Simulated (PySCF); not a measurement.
H12N4Zn, charge +2.

```xyz
17

Zn     0.0000     0.0000     0.0000
N      1.1957    -1.1957     1.1957
H      1.8195    -0.6697     1.8195
H      1.8195    -1.8195     0.6697
H      0.6697    -1.8195     1.8195
N     -1.1957    -1.1957    -1.1957
H     -1.8195    -0.6697    -1.8195
H     -1.8195    -1.8195    -0.6697
H     -0.6697    -1.8195    -1.8195
N     -1.1957     1.1957     1.1957
H     -0.6697     1.8195     1.8195
H     -1.8195     0.6697     1.8195
H     -1.8195     1.8195     0.6697
N      1.1957     1.1957    -1.1957
H      1.8195     1.8195    -0.6697
H      0.6697     1.8195    -1.8195
H      1.8195     0.6697    -1.8195
```
Charge +2, spin multiplicity 1.

Geometry optimised at ωB97X-D3(BJ)/def2-SVP. The isomer is the one that the SMILES or the coordinates give; other isomers of the formula were not compared.

Method: PBE/pcSseg-1 (PySCF). Non-relativistic, no solvent.

Computed absolute GIAO shielding of each atom: isotropic value and principal components (ppm):
```json
[
 {"atom": "Zn1", "σ(iso)": "1491.4", "σ11": "1491.4", "σ22": "1491.4", "σ33": "1491.4", "span": "0.0"},
 {"atom": "N2", "σ(iso)": "247.7", "σ11": "235.0", "σ22": "254.1", "σ33": "254.1", "span": "19.1"},
 {"atom": "H3", "σ(iso)": "28.8", "σ11": "21.6", "σ22": "24.3", "σ33": "40.6", "span": "19.0"},
 {"atom": "H4", "σ(iso)": "28.8", "σ11": "21.6", "σ22": "24.3", "σ33": "40.6", "span": "19.0"},
 {"atom": "H5", "σ(iso)": "28.8", "σ11": "21.6", "σ22": "24.3", "σ33": "40.6", "span": "19.0"},
 {"atom": "N6", "σ(iso)": "247.7", "σ11": "235.0", "σ22": "254.1", "σ33": "254.1", "span": "19.1"},
 {"atom": "H7", "σ(iso)": "28.8", "σ11": "21.6", "σ22": "24.3", "σ33": "40.6", "span": "19.0"},
 {"atom": "H8", "σ(iso)": "28.8", "σ11": "21.6", "σ22": "24.3", "σ33": "40.6", "span": "19.0"},
 {"atom": "H9", "σ(iso)": "28.8", "σ11": "21.6", "σ22": "24.3", "σ33": "40.6", "span": "19.0"},
 {"atom": "N10", "σ(iso)": "247.7", "σ11": "235.0", "σ22": "254.1", "σ33": "254.1", "span": "19.1"},
 {"atom": "H11", "σ(iso)": "28.8", "σ11": "21.6", "σ22": "24.3", "σ33": "40.6", "span": "19.0"},
 {"atom": "H12", "σ(iso)": "28.8", "σ11": "21.6", "σ22": "24.3", "σ33": "40.6", "span": "19.0"},
 {"atom": "H13", "σ(iso)": "28.8", "σ11": "21.6", "σ22": "24.3", "σ33": "40.6", "span": "19.0"},
 {"atom": "N14", "σ(iso)": "247.7", "σ11": "235.0", "σ22": "254.1", "σ33": "254.1", "span": "19.1"},
 {"atom": "H15", "σ(iso)": "28.8", "σ11": "21.6", "σ22": "24.3", "σ33": "40.6", "span": "19.0"},
 {"atom": "H16", "σ(iso)": "28.8", "σ11": "21.6", "σ22": "24.3", "σ33": "40.6", "span": "19.0"},
 {"atom": "H17", "σ(iso)": "28.8", "σ11": "21.6", "σ22": "24.3", "σ33": "40.6", "span": "19.0"}
]
```
